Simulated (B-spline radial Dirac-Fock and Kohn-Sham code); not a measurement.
## Dipole and non-dipole photoemission parameters of Be⁺ 1s

System: Be⁺ in the configuration [He] 2s1; threshold 129.4 eV (orbital energy of the model). Calculated with an atomic code on a B-spline grid, using Dirac-Hartree-Slater photoionisation with a Latter tail; cross sections with all multipoles, angular parameters from the dipole term and its interference with E2.

For linearly polarised light dσ/dΩ = σ/(4π) [1 + β P₂(cos θ) + (δ + γ cos²θ) sin θ cos φ], with θ from the polarisation vector and φ the angle between the beam and the projection of the electron momentum on the plane normal to the polarisation.

```tsv
hν (eV)	σ (kb)	β	γ
147	1460	2.000	0.056
150	1400	2.000	0.061
159	1250	2.000	0.076
305	249	2.000	0.249
308	242	2.000	0.252
400	120	2.000	0.330
538	52.6	2.000	0.425
600	38.6	2.000	0.461
842	14.4	2.000	0.582
889	12.3	2.000	0.602
1253.6	4.45	2.000	0.747
1280	4.18	2.000	0.756
1610	2.09	2.000	0.868
1670	1.87	2.000	0.887
2000	1.07	2.000	0.986
3640	0.163	2.000	1.380
4000	0.121	2.000	1.452
4680	0.0728	2.000	1.579
6000	0.0326	2.000	1.798
8047.8	0.0125	2.000	2.096
8580	?	?	?
11100	0.00432	2.000	2.475
11200	0.00419	2.000	2.487
12000	0.00334	2.000	2.576
```

Task: Give the values at 8580 eV.

Result: σ = 0.0101 kb, β = 2.000, γ = 2.167. For an s subshell δ is negligible.
